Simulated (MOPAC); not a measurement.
MOPAC input (PM7):

```
PM7 FORCE THERMO(298,298) PRECISE LET UHF MS=0.5 GEO-OK AUX(PRECISION=9) THREADS=1
CCl2F

C    -0.03259652 1   -0.39584062 1   -0.03457018 1
F    -0.11970989 1   -1.29886786 1    0.89830358 1
Cl   -1.42128791 1    0.52849173 1   -0.25218491 1
Cl    1.49507612 1    0.28512115 1   -0.21544467 1
```

Output:

```
 *******************************************************************************
 **                                                                           **
 **                              MOPAC v23.2.5                                **
 **                                                                           **
 *******************************************************************************
 ** MOPAC's Digital Object Identifier: https://doi.org/10.5281/zenodo.6511958 **
 **                                                                           **
 ** Please cite the open-source release paper for use of this MOPAC version:  **
 ** J. E. Moussa and J. J. P. Stewart (2026)                                  **
 ** MOPAC: An open-source semiempirical molecular orbital program             **
 ** J. Open Source Softw., 11(119), 8025, https://doi.org/10.21105/joss.08025 **
 *******************************************************************************

                              PM7 CALCULATION RESULTS

 *******************************************************************************
 *  PM7        - The PM7 Hamiltonian to be used
 *  GEO-OK     - OVERRIDE INTERATOMIC DISTANCE AND OTHER SAFETY CHECKS
 *  UHF        - UNRESTRICTED HARTREE-FOCK CALCULATION
 *  MS=        - IN MECI, MAGNETIC COMPONENT OF SPIN =  0.5
 *  LET        - OVERRIDE SOME SAFETY CHECKS
 *  PRECISE    - TIGHTER CRITERIA TO BE USED
 *  FORCE      - FORCE CALCULATION SPECIFIED
 *  AUX        - OUTPUT AUXILIARY INFORMATION
 *  THERMO     - THERMODYNAMIC QUANTITIES TO BE CALCULATED
 *******************************************************************************
PM7 FORCE THERMO(298,298) PRECISE LET UHF MS=0.5 GEO-OK AUX(PRECISION=9) THREADS=1
 CCl2F

   ATOM   CHEMICAL          X               Y               Z
  NUMBER   SYMBOL      (ANGSTROMS)     (ANGSTROMS)     (ANGSTROMS)

     1       C         -0.03259652  *  -0.39584062  *  -0.03457018  *
     2       F         -0.11970989  *  -1.29886786  *   0.89830358  *
     3      Cl         -1.42128791  *   0.52849173  *  -0.25218491  *
     4      Cl          1.49507612  *   0.28512115  *  -0.21544467  *

          CARTESIAN COORDINATES

    NO.       ATOM           X           Y           Z

     1         C         -0.0326     -0.3958     -0.0346
     2         F         -0.1197     -1.2989      0.8983
     3        Cl         -1.4213      0.5285     -0.2522
     4        Cl          1.4951      0.2851     -0.2154

 General Reference for PM7:
 "Optimization of Parameters for Semiempirical Methods VI: More Modifications to the
 NDDO Approximations and Re-optimization of Parameters", J. J. P. Stewart, J. Mol. Mod., 1:32, 19 (2013)
 https://link.springer.com/article/10.1007/s00894-012-1667-x

           Empirical Formula: C F Cl2  =     4 atoms

      MOLECULAR POINT GROUP   :   Cs

          UHF CALCULATION, NO. OF ALPHA ELECTRONS =   13
                           NO. OF BETA  ELECTRONS =   12

          HEAT OF FORMATION =     -34.502102 KCALS/MOLE

          CARTESIAN COORDINATE DERIVATIVES

   NUMBER  ATOM         X            Y            Z

     1       C     -0.009669     0.002253    -0.009023
     2       F      0.004745    -0.000083     0.001615
     3      Cl      0.002621    -0.012024     0.000417
     4      Cl      0.002303     0.009853     0.006990

 DIPOLE           X         Y         Z       TOTAL
 POINT-CHG.    -0.788    -0.009     0.030     0.789
 HYBRID         0.616     0.148    -0.494     0.803
 SUM           -0.172     0.139    -0.464     0.514

          GRADIENT NORM =   0.02254

          MOLECULAR WEIGHT =  101.92

          ROTATIONAL CONSTANTS IN CM(-1)

          A =    0.25828593   B =    0.11043791   C =    0.07793430

           PRINCIPAL MOMENTS OF INERTIA IN UNITS OF 10**(-40)*GRAM-CM**2

          A =      108.3789   B =      253.4705   C =      359.1840

          ORIENTATION OF MOLECULE IN FORCE CALCULATION

    NO.       ATOM         X         Y         Z

     1          C       0.2476   -0.0876    0.2924
     2          F       1.5488   -0.0876    0.2924
     3         Cl      -0.4569    1.4401    0.2924
     4         Cl      -0.4569   -1.3634   -0.5481

    FIRST DERIVATIVES WILL BE USED IN THE CALCULATION OF SECOND DERIVATIVES

    FOR POINT-GROUP Cs   THERE ARE   2 UNIQUE SYMMETRY FUNCTIONS.


(To convert to Hartree/Bohr^2, multiply by (10^(-21) x N x a0^2)/(4.184 x 627.51) =  0.0642)

           FORCE MATRIX IN MILLIDYNES/ANGSTROM

                  C  1       F  2      Cl  3      Cl  4
 ------------------------------------------------------
     C    1  11.230268
     F    2   8.926886  10.102546
    Cl    3   2.711050   0.986089   3.831789
    Cl    4   2.706451   0.985657   0.603545   3.831789

          HEAT OF FORMATION =     -34.502102 KCALS/MOLE

          ZERO POINT ENERGY       5.637 KCAL/MOL

           NORMAL COORDINATE ANALYSIS (Total motion = 1 Angstrom)

   Root No.       1         2         3         4         5         6

                 1 A'      1 A"      2 A'      3 A'      2 A"      4 A'

                 256.5     348.1     395.7     557.6     903.9    1481.7

           1    0.2383   -0.0000   -0.1070    0.2268    0.0000    0.6114
           2   -0.0256   -0.1372   -0.1774   -0.0612    0.6860   -0.0012
           3    0.0854   -0.0411    0.5917    0.2042    0.2056    0.0041
           4    0.2369    0.0000   -0.1099    0.2509   -0.0000   -0.3746
           5   -0.0187    0.4508    0.0505   -0.0112   -0.0245   -0.0005
           6    0.0622    0.1351   -0.1686    0.0372   -0.0073    0.0016
           7   -0.1039    0.1612    0.0476   -0.1056    0.0490   -0.0032
           8   -0.2062   -0.1063   -0.0180    0.1899   -0.1195    0.0062
           9   -0.0958   -0.0000   -0.0654    0.0083   -0.0000    0.0006
          10   -0.1039   -0.1612    0.0476   -0.1056   -0.0490   -0.0032
          11    0.2248   -0.0888    0.0510   -0.1632   -0.0998   -0.0055
          12    0.0335   -0.0585   -0.0447   -0.0975   -0.0657   -0.0029

           MASS-WEIGHTED COORDINATE ANALYSIS (NORMAL COORDINATES)

   Root No.       1         2         3         4         5         6

                 1 A'      1 A"      2 A'      3 A'      2 A"      4 A'

                 256.5     348.1     395.7     557.6     903.9    1481.7

           1    0.3277   -0.0000   -0.1511    0.3280    0.0000    0.7920
           2   -0.0352   -0.1785   -0.2505   -0.0886    0.8766   -0.0016
           3    0.1174   -0.0535    0.8354    0.2954    0.2628    0.0053
           4    0.4097    0.0000   -0.1951    0.4564   -0.0000   -0.6101
           5   -0.0323    0.7376    0.0897   -0.0203   -0.0394   -0.0008
           6    0.1076    0.2211   -0.2994    0.0677   -0.0118    0.0026
           7   -0.2453    0.3602    0.1154   -0.2625    0.1076   -0.0072
           8   -0.4870   -0.2376   -0.0436    0.4719   -0.2623    0.0137
           9   -0.2262   -0.0000   -0.1586    0.0207   -0.0000    0.0014
          10   -0.2453   -0.3602    0.1154   -0.2625   -0.1076   -0.0072
          11    0.5311   -0.1984    0.1237   -0.4055   -0.2191   -0.0123
          12    0.0790   -0.1307   -0.1085   -0.2423   -0.1443   -0.0064

          DESCRIPTION OF VIBRATIONS

 VIBRATION          1    1A'         ATOM PAIR     ENERGY CONTRIBUTION    RADIAL
 FREQUENCY           256.49         F 2 -- Cl3         +21.7% (161.2%)      8.1%
 TRANSITION DIPOLE   0.5272         F 2 -- Cl4         +21.7% (161.2%)      8.1%
 TRAVEL (Ang.)       0.1671         C 1 -- Cl3         +21.2% (159.4%)      4.5%
 REDUCED MASS        9.4128         C 1 -- Cl4         +21.2% (159.4%)      4.5%
 EFFECTIVE MASS     32.9670
 FORCE CONSTANT      0.3648

 VIBRATION          2    1A"         ATOM PAIR     ENERGY CONTRIBUTION    RADIAL
 FREQUENCY           348.06         F 2 -- Cl3         +25.3% ( 86.8%)     68.2%
 TRANSITION DIPOLE   0.6265         F 2 -- Cl4         +25.3% ( 86.8%)     68.2%
 TRAVEL (Ang.)       0.1455         C 1 -- F 2         +22.5% ( 81.8%)      0.0%
 REDUCED MASS        9.1510         Cl3 -- Cl4         +13.9% ( 64.4%)      0.0%
 EFFECTIVE MASS     25.7470
 FORCE CONSTANT      0.6532

 VIBRATION          3    2A'         ATOM PAIR     ENERGY CONTRIBUTION    RADIAL
 FREQUENCY           395.66         C 1 -- Cl4         +28.0% ( 96.5%)      0.5%
 TRANSITION DIPOLE   0.9879         C 1 -- Cl3         +28.0% ( 96.5%)      0.5%
 TRAVEL (Ang.)       0.1474         C 1 -- F 2         +26.1% ( 93.3%)      0.1%
 REDUCED MASS        7.8390         F 2 -- Cl3          +8.5% ( 53.3%)     80.2%
 EFFECTIVE MASS     14.7509
 FORCE CONSTANT      0.7230

 VIBRATION          4    3A'         ATOM PAIR     ENERGY CONTRIBUTION    RADIAL
 FREQUENCY           557.57         F 2 -- Cl3         +21.5% ( 92.8%)     99.5%
 TRANSITION DIPOLE   2.0977         F 2 -- Cl4         +21.5% ( 92.8%)     99.5%
 TRAVEL (Ang.)       0.1278         C 1 -- Cl3         +21.3% ( 92.2%)     77.5%
 REDUCED MASS        7.4037         C 1 -- Cl4         +21.3% ( 92.2%)     77.5%
 EFFECTIVE MASS     26.5712
 FORCE CONSTANT      1.3561

 VIBRATION          5    2A"         ATOM PAIR     ENERGY CONTRIBUTION    RADIAL
 FREQUENCY           903.87         C 1 -- Cl4         +34.4% ( 92.4%)     84.5%
 TRANSITION DIPOLE   5.8033         C 1 -- Cl3         +34.4% ( 92.4%)     84.5%
 TRAVEL (Ang.)       0.0916         C 1 -- F 2         +28.6% ( 84.3%)      0.0%
 REDUCED MASS        8.8833         Cl3 -- Cl4          +1.3% ( 17.9%)      0.0%
 EFFECTIVE MASS     14.9897
 FORCE CONSTANT      4.2760

 VIBRATION          6    4A'         ATOM PAIR     ENERGY CONTRIBUTION    RADIAL
 FREQUENCY          1481.75         C 1 -- F 2         +47.2% (100.0%)    100.0%
 TRANSITION DIPOLE   4.0841         C 1 -- Cl4         +19.2% ( 63.8%)     19.0%
 TRAVEL (Ang.)       0.0786         C 1 -- Cl3         +19.2% ( 63.8%)     19.0%
 REDUCED MASS        7.3585         F 2 -- Cl3          +7.2% ( 39.0%)     60.9%
 EFFECTIVE MASS     14.4436
 FORCE CONSTANT      9.5189

      SYMMETRY NUMBER FOR POINT-GROUP Cs  =  1

          SYSTEM IS A GROUND STATE

 CCl2F

          MOLECULE IS NOT LINEAR

          THERE ARE  6 GENUINE VIBRATIONS IN THIS SYSTEM
          THIS THERMODYNAMICS CALCULATION IS LIMITED TO
          MOLECULES WHICH HAVE NO INTERNAL ROTATIONS

                    CALCULATED THERMODYNAMIC PROPERTIES
                                          *
   TEMP. (K)   PARTITION FUNCTION   H.O.F.    ENTHALPY  HEAT CAPACITY ENTROPY
                                   KCAL/MOL   CAL/MOLE    CAL/K/MOL  CAL/K/MOL

 298.00  VIB.     0.2209D+01                   876.1948     6.5058     4.5149
         ROT.     0.1121D+06                   888.2803     2.9808    26.0855
         INT.     0.2475D+06                  1764.4751     9.4866    30.6004
         TRA.     0.9947D+27                  1480.4672     4.9680    39.7723
         TOT.                      -34.502    3244.9423    14.4546    70.3728

   *: NOTE: HEATS OF FORMATION ARE RELATIVE TO THE
            ELEMENTS IN THEIR STANDARD STATE AT 298K
              (=  Standard Enthalpy of Formation).

            Hvib:  Zero-point energy is not included.
                   frequencies of less than zero cm-1 are not included.
            Hrot = (3/2)RT
            Htra = (3/2)RT + pV = (5/2)RT

            Heat capacity is Cp, not Cv

          For more information, see: HTTP://OpenMOPAC.net/Manual/thermochemistry.html

           FORCE CONSTANT IN CARTESIAN COORDINATES (Millidynes/A)

    ATOM   CHEMICAL       X               Y               Z
   NUMBER   SYMBOL  FORCE CONSTANT  FORCE CONSTANT  FORCE CONSTANT

      1       C       10.057389        4.557539        1.373804
      2       F       10.064114        0.767924        0.246222
      3      Cl        1.102412        3.103783        0.156921
      4      Cl        1.102431        2.431412        0.829272

 **********************
 *                    *
 * JOB ENDED NORMALLY *
 *                    *
 **********************

 == MOPAC DONE ==
```
